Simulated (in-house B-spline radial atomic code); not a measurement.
Response and correlation along the 32-electron series, closed shell [Ar] 3d10 4s2 (4p1/2)2; the second-order energy is extrapolated in partial waves. Computed with an all-electron radial atomic-structure program (B-spline basis): relativistic RPA and second-order many-body perturbation theory on Dirac-Hartree-Fock.

Closed in jj coupling only.

| ion | Z | dipole polarisability (bohr³) | quadrupole polarisability (bohr⁵) | ratio of RPA to uncoupled dipole | second order correlation energy (Eh) | C6 of two such ions (Eh bohr⁶) |
| --- | --- | --- | --- | --- | --- | --- |
| Er36+ | 68 | 0.049754 | 0.013555 | 0.97871 | -1.9472 | 0.015113 |
| Tm37+ | 69 | ? | ? | ? | ? | ? |
| Yb38+ | 70 | ? | ? | ? | ? | ? |
| Lu39+ | 71 | 0.038607 | 0.0088057 | 0.97824 | -1.9594 | 0.010424 |
| Hf40+ | 72 | 0.035543 | 0.0076645 | 0.97809 | -1.9634 | 0.0092424 |

Q: Fill in the row of Tm37+.

A: dipole polarisability (bohr³): 0.045674; quadrupole polarisability (bohr⁵): 0.011709; ratio of RPA to uncoupled dipole: 0.97854; second order correlation energy (Eh): -1.9514; C6 of two such ions (Eh bohr⁶): 0.013328.

Q: Fill in the row of Yb38+.

A: dipole polarisability (bohr³): 0.041972; quadrupole polarisability (bohr⁵): 0.010141; ratio of RPA to uncoupled dipole: 0.97839; second order correlation energy (Eh): -1.9554; C6 of two such ions (Eh bohr⁶): 0.011777.

Q: How fast does the dipole polarisability fall along the series?

A: From 0.04975 to 0.03554 bohr³; a fit of its logarithm against log Z from Z = 68 to 72 has slope -5.88.
